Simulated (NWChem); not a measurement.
System meant: MoO2Cl, doublet; SMILES [O]=[Mo](=[O])[Cl]

The following NWChem deck was run.

```
start job
memory heap 200 mb stack 900 mb global 1100 mb
geometry units angstroms noautoz
  Mo     0.180522    -0.000007    -0.359859
  O     -0.293759     1.387664    -1.205901
  O     -0.293751    -1.387672    -1.205932
  Cl    -0.119409     0.000015     1.899271
end
basis spherical
  * library def2-svp
end
dft
  odft
  mult 2
  xc xpbe96 cpbe96
  iterations 150
  mulliken
end
task dft energy
```

End of the output:

```
             Northwest Computational Chemistry Package (NWChem) 7.3.0
             --------------------------------------------------------

 CS  symmetry detected

                             Geometry "geometry" -> ""
                             -------------------------

 Output coordinates in angstroms (scale by  1.889725989 to convert to a.u.)

  No.       Tag          Charge          X              Y              Z
 ---- ---------------- ---------- -------------- -------------- --------------
    1 Mo                  42.0000     0.16399548    -0.33416343     0.00000000
    2 O                    8.0000    -0.32335901    -1.17275603     1.38766800
    3 O                    8.0000    -0.32335901    -1.17275603    -1.38766800
    4 Cl                  17.0000    -0.10082742     1.92935061     0.00000000

 Effective nuclear repulsion energy (a.u.)     430.3004762947

      Symmetry information
      --------------------

 Group name             Cs
 Group number              2
 Group order               2
 No. of unique centers     3

  pbe96 is a nonlocal functional; adding pw91lda local functional.

                                 NWChem DFT Module
                                 -----------------

 Summary of "ao basis" -> "ao basis" (spherical)
 ------------------------------------------------------------------------------
       Tag                 Description            Shells   Functions and Types
 ---------------- ------------------------------  ------  ---------------------
 Mo                         def2-svp                11       31   5s3p2d1f
 O                          def2-svp                 6       14   3s2p1d
 Cl                         def2-svp                 8       18   4s3p1d

      Symmetry analysis of basis
      --------------------------

        a'         48
        a"         29

            General Information
            -------------------
          SCF calculation type: DFT
          Wavefunction type:  spin polarized.
          No. of atoms     :     4
          No. of electrons :    75
           Alpha electrons :    38
            Beta electrons :    37
          Charge           :     0
          Spin multiplicity:     2
          Use of symmetry is: on ; symmetry adaption is: on
          Maximum number of iterations: 150
          AO basis - number of functions:    77
                     number of shells:    31
          Convergence on energy requested:  1.00D-06
          Convergence on density requested:  1.00D-05
          Convergence on gradient requested:  5.00D-04

              XC Information
              --------------
          PerdewBurkeErnzerhof Exchange Functional  1.000
            Perdew 1991 LDA Correlation Functional  1.000 local
           PerdewBurkeErnz. Correlation Functional  1.000 non-local

             Grid Information
             ----------------
          Grid used for XC integration:  medium
          Radial quadrature: Mura-Knowles
          Angular quadrature: Lebedev.
          Tag              B.-S. Rad. Rad. Pts. Rad. Cut. Ang. Pts.
          ---              ---------- --------- --------- ---------
          Mo                  1.45      123           8.0       590
          O                   0.60       49           9.0       434
          Cl                  1.00       88           9.0       590
          Grid pruning is: on
          Number of quadrature shells:   260
          Spatial weights used:  Erf1

      Superposition of Atomic Density Guess
      -------------------------------------

 Sum of atomic energies:       -1393.03266415

      Non-variational initial energy
      ------------------------------

 Total energy =   -1398.496627
 1-e energy   =   -2750.189457
 2-e energy   =     921.392354
 HOMO         =      -1.558247
 LUMO         =      -1.249086

   Symmetry analysis of molecular orbitals - initial alpha
   -------------------------------------------------------

  Numbering of irreducible representations:

     1 a'          2 a"

  Orbital symmetries:

     1 a'          2 a'          3 a"          4 a'          5 a'
     6 a'          7 a"          8 a'          9 a"         10 a'
    11 a'         12 a'         13 a'         14 a"         15 a'
    16 a"         17 a'         18 a'         19 a'         20 a"
    21 a"         22 a"         23 a'         24 a'         25 a'
    26 a"         27 a'         28 a'         29 a'         30 a"
    31 a'         32 a"         33 a'         34 a"         35 a'
    36 a"         37 a'         38 a'         39 a'         40 a"
    41 a'         42 a"         43 a'         44 a'         45 a'
    46 a"         47 a'         48 a'

   Symmetry analysis of molecular orbitals - initial beta
   ------------------------------------------------------

  Numbering of irreducible representations:

     1 a'          2 a"

  Orbital symmetries:

     1 a'          2 a'          3 a"          4 a'          5 a'
     6 a'          7 a"          8 a'          9 a"         10 a'
    11 a'         12 a'         13 a'         14 a"         15 a'
    16 a"         17 a'         18 a'         19 a'         20 a"
    21 a"         22 a"         23 a'         24 a'         25 a'
    26 a"         27 a'         28 a'         29 a'         30 a"
    31 a'         32 a"         33 a'         34 a"         35 a'
    36 a"         37 a'         38 a'         39 a'         40 a"
    41 a'         42 a"         43 a'         44 a'         45 a'
    46 a"         47 a'         48 a'

     ---------------------------------------------
      Total Density - Mulliken Population Analysis
     ---------------------------------------------

    Atom       Charge   Shell Charges
 -----------   ------   -------------------------------------------------------
    1 Mo  42    45.03   2.01  2.04  2.11  1.56 -0.37  6.05  7.44 -0.54 10.52  0.01 14.21
    2 O    8     9.33   1.99  1.16  0.62  3.94  1.49  0.13
    3 O    8     9.33   1.99  1.16  0.62  3.94  1.49  0.13
    4 Cl  17    11.31   2.00  1.99  0.69  0.59  5.90  0.30 -0.18  0.02

     --------------------------------------------
      Spin Density - Mulliken Population Analysis
     --------------------------------------------

    Atom       Charge   Shell Charges
 -----------   ------   -------------------------------------------------------
    1 Mo  42     0.74  -0.00 -0.02 -0.06  0.96 -0.18 -0.00 -0.01  0.00 -0.01  0.07 -0.00
    2 O    8     0.07   0.00  0.04  0.01  0.02  0.00 -0.00
    3 O    8     0.07   0.00  0.04  0.01  0.02  0.00 -0.00
    4 Cl  17     0.13   0.00  0.00  0.06  0.11  0.00  0.00 -0.05  0.00

[...]
```

Problem. What is wrong, and how is it mended?

Solution. The run ends normally but its numbers are meaningless: the def2 basis of a heavy element holds valence functions alone and wants its effective core potential (without it all electrons must fit into that basis). This input runs:
```
start job
memory heap 200 mb stack 900 mb global 1100 mb
geometry units angstroms noautoz
  Mo     0.180522    -0.000007    -0.359859
  O     -0.293759     1.387664    -1.205901
  O     -0.293751    -1.387672    -1.205932
  Cl    -0.119409     0.000015     1.899271
end
basis spherical
  * library def2-svp
end
ecp
  Mo library def2-ecp
end
dft
  odft
  mult 2
  xc xpbe96 cpbe96
  iterations 150
  mulliken
end
task dft energy
```
It converges to -678.40445 Ha (PBE/def2-SVP with def2 effective core potentials on Mo, spin-unrestricted). The faulty run gave -1443.105 Ha, with all electrons squeezed into the valence basis.
